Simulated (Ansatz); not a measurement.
Mulliken charges of F$_{3}$GeI, SMILES `[F][Ge]([F])([F])[I]` from r2SCAN/def2-TZVPP in Ansatz (PBE0-D4/def2-TZVP geometry).

| atom | x (Å) | y (Å) | z (Å) | charge (e) |
| --- | --- | --- | --- | --- |
| F1 | 0.580 | -0.171 | 1.634 | -0.323 |
| Ge2 | 0.020 | -0.108 | 0.025 | 1.099 |
| F3 | -1.449 | -0.972 | -0.010 | -0.323 |
| F4 | 1.130 | -1.005 | -0.908 | -0.323 |
| I5 | -0.231 | 2.183 | -0.782 | -0.130 |

By hand: the dipole of these point charges (1 e Å = 4.8032 D).

Σ q r = (-0.032, 0.291, -0.102) e Å, of length 0.310 e Å = 1.49 D.

How does the dipole of the full density compare? (Estimate.)

The calculation gave: (-0.051, 0.467, -0.165) e Å, 2.39 D; the point charges give 0.62 times that, at 0° from its direction.

Point charges leave out the atoms' own dipoles, such as those of lone pairs, and Mulliken's split depends on the basis, so the two needn't agree.
